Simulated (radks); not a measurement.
Values are calculated unless marked as measured or tabulated.
Neutral potassium, configuration [Ar] 4s1.

Level of theory: scalar-relativistic Kohn-Sham, exchange-only LDA, spin-polarised, spherical densities, finite nucleus; open shells are filled with parallel spins first; Fermi nuclear charge, rms radius 3.4349 fm (a radial shooting solver on a logarithmic mesh with Libxc functionals).

Energy parts (hartree):
total: -599.07396
kinetic: 603.28825
electron-nucleus: -1429.85697
Hartree: 257.75965
exchange: -30.26488

Orbitals (lengths in bohr, moments of r in powers of bohr; r(max) is where P^2 peaks):
orbital	occ.	eigenvalue (hartree)	<r^4>	r(max)	<r>	<1/r>
1s up	1	-128.9573	0.0002031	0.05315	0.08125	18.67
1s down	1	-128.9569	0.0002031	0.05315	0.08125	18.67
2s up	1	-12.87707	0.05756	0.3191	0.3892	3.785
2s down	1	-12.87668	0.05756	0.3191	0.3892	3.785
2p up	3	-10.22150	0.04933	0.2626	0.3514	3.695
2p down	3	-10.22119	0.04933	0.2626	0.3514	3.695
3s up	1	-1.24070	5.991	1.077	1.274	1.099
3s down	1	-1.23923	5.885	1.077	1.272	1.100
3p up	3	-0.64270	12.01	1.156	1.451	0.9510
3p down	3	-0.63927	11.21	1.155	1.438	0.9566
4s up	1	-0.08079	1438	4.158	5.034	0.2537
4s down	0	-0.01843	3812	3.899	5.613	0.2448

The highest occupied level is 4s up at -2.198 eV. The electron density at the nucleus is 5174 e/bohr^3 (large components only). Spin moment in Bohr magnetons: 1. Summed over all electrons, <r^2> = 49.28 bohr^2, which gives a Langevin (diamagnetic) susceptibility term of -39 x 10^-6 cm^3/mol. The density falls to 0.001 e/bohr^3 at r = 4.41 bohr. The spin density at the nucleus is 1.158 e/bohr^3 (1s 0.016, 2s -0.002, 3s -0.054, 4s 1.197). For comparison, the ionisation energy in NIST's Atomic Spectra Database is 4.341 eV (measured). In exact Kohn-Sham theory the highest level is minus the ionisation energy, but local and semilocal functionals leave it too shallow, through self-interaction and a potential that decays too fast; potentials with the right tail come closer.
